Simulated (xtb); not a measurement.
C₅H₁₃O₃Si (SMILES CCO[Si](C)([O])OCC), doublet, geometry from GFN2-xTB; GFN2-xTB (xtb).

Here is a job for xtb.
```
$ xtb mol.xyz --gfn 2 --uhf 1 --json

# file mol.xyz
22

C      2.95893654     0.38689636     0.63473230
C      1.69263355     1.15549515     0.98434256
O      0.52673530     0.40969354     0.77593955
Si     0.02485384    -0.27257405    -0.62496166
C      0.58416436    -2.20764428    -0.32958892
O      0.61384821     0.03320750    -2.00139191
O     -1.57080562    -0.53350328    -0.43573956
C     -2.45533194    -0.11798617     0.56287740
C     -2.56361505     1.39653957     0.64998372
H      3.83114492     0.99586567     0.85512287
H      3.01227456    -0.53263596     1.21271682
H      2.94846709     0.14346386    -0.42371502
H      1.64586651     2.06705104     0.37760184
H      1.69488402     1.43071731     2.04558358
H      1.62611951    -2.25967722    -0.59298640
H      0.39468657    -2.42592751     0.70846750
H     -0.03920568    -2.77063351    -1.00169045
H     -3.42587355    -0.55939607     0.30615436
H     -2.13880731    -0.52060528     1.53356867
H     -2.84308328     1.80121798    -0.31916021
H     -3.31085018     1.67566247     1.38813488
H     -1.60252520     1.81594797     0.93511761
```

It wrote (shortened):

```
   ID    Z sym.   atoms
    1    6 C      1, 2, 5, 8, 9
    2    8 O      3, 6, 7
    3   14 Si     4
    4    1 H      10-22

           -------------------------------------------------
          |                Calculation Setup                |
           -------------------------------------------------

           -------------------------------------------------
          |                 G F N 2 - x T B                 |
           -------------------------------------------------

          ...................................................
          :                      SETUP                      :
          :.................................................:
          :  # basis functions                  55          :
          :  # atomic orbitals                  54          :
          :  # shells                           32          :
          :  # electrons                        55          :
          :  max. iterations                   250          :
          :  Hamiltonian                  GFN2-xTB          :
          :  restarted?                      false          :
          :  GBSA solvation                  false          :
          :  PC potential                    false          :
          :  electronic temp.          300.0000000     K    :
          :  accuracy                    1.0000000          :
          :  -> integral cutoff          0.2500000E+02      :
          :  -> integral neglect         0.1000000E-07      :
          :  -> SCF convergence          0.1000000E-05 Eh   :
          :  -> wf. convergence          0.1000000E-03 e    :
          :  Broyden damping             0.4000000          :
          :  net charge                          0          :
          :  unpaired electrons                  1          :
          ...................................................

 iter      E             dE          RMSdq      gap      omega  full diag
   1    -31.5324774 -0.315325E+02  0.615E+00    8.23       0.0  T
   2    -31.6065566 -0.740792E-01  0.439E+00    7.76       1.0  T
   3    -31.6112575 -0.470082E-02  0.237E+00    7.72       1.0  T
   4    -31.6481387 -0.368813E-01  0.121E+00    7.59       1.0  T
   5    -31.6488351 -0.696379E-03  0.821E-01    7.80       1.0  T
   6    -31.6486101  0.224992E-03  0.456E-01    7.66       1.0  T
   7    -31.6507256 -0.211552E-02  0.135E-01    7.85       1.0  T
   8    -31.6507294 -0.373994E-05  0.725E-02    7.87       1.0  T
[...]
         :: total energy             -31.321739883543 Eh    ::
[...]
     1   6 C    3.992 --     2 C    1.007    11 H    0.987    12 H    0.986
                            10 H    0.984
     2   6 C    3.946 --     1 C    1.007     3 O    0.989    13 H    0.973
                            14 H    0.970
     3   8 O    2.285 --     4 Si   1.063     2 C    0.989
     4  14 Si   4.411 --     6 O    1.847     7 O    1.065     3 O    1.063
                             5 C    0.444
     5   6 C    3.725 --    17 H    1.001    15 H    1.000    16 H    0.995
                             4 Si   0.444     6 O    0.127
     6   8 O    2.180 --     4 Si   1.847     5 C    0.127
     7   8 O    2.301 --     4 Si   1.065     8 C    0.987
     8   6 C    3.944 --     9 C    1.012     7 O    0.987    18 H    0.962
                            19 H    0.959
     9   6 C    3.994 --     8 C    1.012    20 H    0.986    22 H    0.983
                            21 H    0.983
    10   1 H    0.997 --     1 C    0.984
    11   1 H    0.998 --     1 C    0.987
    12   1 H    0.996 --     1 C    0.986
    13   1 H    0.999 --     2 C    0.973
    14   1 H    0.998 --     2 C    0.970
    15   1 H    0.995 --     5 C    1.000
    16   1 H    0.995 --     5 C    0.995
    17   1 H    0.995 --     5 C    1.001
    18   1 H    0.997 --     8 C    0.962
    19   1 H    0.998 --     8 C    0.959
    20   1 H    0.997 --     9 C    0.986
    21   1 H    0.996 --     9 C    0.983
    22   1 H    0.997 --     9 C    0.983
 ---------------------------------------------------------------------------

Topologies differ in total number of bonds
Writing topology from bond orders to xtbtopo.mol

molecular dipole:
                 x           y           z       tot (Debye)
 q only:        0.003      -0.231       1.198
   full:       -0.118      -0.382       1.869       4.859
molecular quadrupole (traceless):
                xx          xy          yy          xz          yz          zz
 q only:        5.844      -1.263       3.167       0.381       1.347      -9.011
  q+dip:        5.448      -0.735       4.080       1.495       0.171      -9.527
   full:        6.437      -1.307       5.931       2.031       1.078     -12.368

           -------------------------------------------------
          | TOTAL ENERGY              -31.321739883543 Eh   |
          | GRADIENT NORM               0.000083789746 Eh/α |
          | HOMO-LUMO GAP               7.856797945256 eV   |
           -------------------------------------------------

normal termination of xtb
```
